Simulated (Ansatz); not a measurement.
A CCSD(T) single point on CH5BClNO, SMILES `OCNBCl`.

```yaml
crystal:
  periodic: [false, false, false]
  atoms:
    - {symbol: O, position_ang: [-0.669803, 1.415381, 1.011066]}
    - {symbol: C, position_ang: [-0.503254, 0.033582, 0.836010]}
    - {symbol: N, position_ang: [0.561431, -0.315014, -0.070012]}
    - {symbol: B, position_ang: [0.481405, -0.533840, -1.440577]}
    - {symbol: Cl, position_ang: [-1.064386, -0.471335, -2.286889]}
    - {symbol: H, position_ang: [0.105556, 1.772329, 1.452119]}
    - {symbol: H, position_ang: [-1.443384, -0.327647, 0.422867]}
    - {symbol: H, position_ang: [-0.323180, -0.465824, 1.795441]}
    - {symbol: H, position_ang: [1.475727, -0.374431, 0.350587]}
    - {symbol: H, position_ang: [1.463087, -0.784301, -2.067714]}
basis:
  gaussian: {orbitals: def2-TZVPP}
correlation: {method: ccsd_t}
```

```sh
$ ansatz run in.yaml --threads 4 --pin off --events-out ev --progress --plain --max-ram 10444MiB
```

The program prints (abridged):

```
Functional definition: HF
1423 factors; integrals over basis functions are off by at most 1.6e-3 eV
mean field evaluation 1: about -17804.6006 eV, gradient 4.0e1 eV
mean field evaluation 2: about -17804.8313 eV, gradient 4.1e1 eV
mean field evaluation 4: about -17808.3438 eV, gradient 3.8e0 eV
mean field evaluation 8: about -17808.3970 eV, gradient 2.4e-1 eV
mean field -17808.39723526 eV, -654.4465274305 hartree, gradient 2.5e-6 eV, S^2 0.000000; 0 other end points of the search recorded, 0 dependent functions left out
9 core orbitals not correlated: weight in the atoms' cores, before any rotation towards them, 1.000 or more for the frozen orbitals, at most 0.000 for the correlated occupied ones
reference -17808.39723526 eV, -654.4465274305 hartree; 15, 15 occupied and 212, 212 virtual orbitals, 1423 factors
second order -24.77468696 eV of doubles, -0.00000000 eV of singles
cycle   1  -25.19682899 eV  change   -4.2e-1 eV  update   9.8e-2
cycle   2  -25.75061585 eV  change   -5.5e-1 eV  update   2.7e-2
cycle   3  -25.86577192 eV  change   -1.2e-1 eV  update   1.5e-2
cycle   4  -25.85270069 eV  change    1.3e-2 eV  update   3.9e-3
cycle   5  -25.85174295 eV  change    9.6e-4 eV  update   2.0e-3
cycle   6  -25.85261960 eV  change   -8.8e-4 eV  update   6.4e-4
cycle   7  -25.85226416 eV  change    3.6e-4 eV  update   2.4e-4
cycle   8  -25.85216983 eV  change    9.4e-5 eV  update   7.8e-5
cycle   9  -25.85219695 eV  change   -2.7e-5 eV  update   3.4e-5
perturbative correction -1.03624540 eV, -0.0380813160 hartree
Total energy: -17835.28567761 eV, -655.4346594613 hartree
```

It took 100 s on 4 threads of an Arm Neoverse V2 on a shared host, with 4.5 GiB of host memory at the peak.

The correlation energy is -26.888 eV, 3.9 % of it from (T); the T1 diagnostic reads 0.0115.
